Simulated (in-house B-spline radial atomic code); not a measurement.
Configurations of Ga⁴⁺, with energies counted from [Ar] 3d9. Level of theory: Dirac-Hartree-Fock, average of configuration, Fermi nucleus of rms radius 3.9973 fm; calculated with a B-spline radial code for spherical atoms. Energies include first-order Breit, QED and recoil terms.

Occupations are held fixed; configurations that lie above the ionisation limit could autoionise.

```tsv
configuration	E - E(ref) (eV)	highest orbital	its <r> (bohr)
[Ar] 3d8 5s1	57.105	5s1/2	3.592
[Ar] 3d8 5p1	61.14	5p3/2	4
[Ar] 3d8 6p1	70.611	6p3/2	6.551
[Ar] 3d8 6g1	76.412	6g9/2	8.794
[Ar] 3d8 7g1	78.92	7g9/2	12.69
[Ne] 3s2 3p5 3d9 5s1	147.5	5s1/2	3.59
[Ne] 3s2 3p5 3d9 4f1	154.77	4f5/2	3.508
[Ne] 3s2 3p5 3d9 6s1	159.09	6s1/2	5.97
[Ne] 3s2 3p5 3d9 6f1	166.7	6f5/2	9.421
[Ne] 3s2 3p5 3d9 6g1	166.82	6g9/2	8.794
[Ne] 3s2 3p5 3d9 7g1	169.33	7g9/2	12.69
```

Problem. Order these further configurations by energy, lowest first.
A. [Ar] 3d8 4s1
B. [Ne] 3s2 3p5 3d9 7s1
C. [Ne] 3s2 3p5 3d10
D. [Ne] 3s2 3p5 3d9 5f1
E. [Ar] 3d8 7p1

Solution. A (27.178 eV), E (75.5 eV), C (90.653 eV), D (162.48 eV), B (164.84 eV).

Problem. How far above the reference does [Ar] 3d8 7s1 lie?

Solution. 74.43 eV; its least bound orbital is 7s1/2 with <r> = 8.952 bohr.

Problem. How far above the reference does [Ne] 3s2 3p5 3d9 5g1 lie?

Solution. 162.67 eV; its least bound orbital is 5g9/2 with <r> = 5.496 bohr.

Problem. How far above the reference does [Ar] 3d8 7f1 lie?

Solution. 78.841 eV; its least bound orbital is 7f5/2 with <r> = 13.3 bohr.

Problem. One of these lies 117.5 eV from the reference. Which?
A. [Ne] 3s2 3p5 3d9 7f1
B. [Ar] 3d8 6s1
C. [Ne] 3s2 3p5 3d9 4s1

Solution. C.
